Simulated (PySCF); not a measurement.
Question: What does the PBE0-D3(BJ)/def2-SVP structure of `ClB(Cl)C(=C=O)C#C` look like in three dimensions?

Answer: 
```
atom  x, y, z in Å
C1    -1.0451   -2.6391   -0.0650
C2    -0.4594   -1.5797   -0.0045
C3     0.2088   -0.3238    0.0878
C4     1.4614   -0.2285   -0.3909
O5     2.5307   -0.1312   -0.7952
B6    -0.3854    0.9533    0.6984
Cl7   -2.0089    0.9444    1.3322
Cl8    0.5713    2.4293    0.7667
H9    -1.5667   -3.5769   -0.1212
```

Any rigid rotation of these coordinates is as good. Atoms count from 1 in this order. The 8 heavy atoms lie in one plane (0.011 Å rms). The C–C distances run from 1.212 Å (C1≡C2, drawn triple) to 1.426 Å (C2–C3, drawn single), a spread of 0.214 Å. B6 (three-coordinate boron) is planar (angles 120.2°, 120.1° and 119.8°, sum 360.0°, 0.00 Å off the plane of its three neighbours).

Bonds between heavy atoms (Å): C1≡C2 1.212, C2–C3 1.426, C3=C4 1.344, C4=O5 1.147, C3–B6 1.535, B6–Cl7 1.743, B6–Cl8 1.760.

Method: PBE0-D3(BJ)/def2-SVP geometry optimisation, gas phase in PySCF 2.14.0.

Point group: Cs (every atom within 0.08 Å of its image). No frequency check.
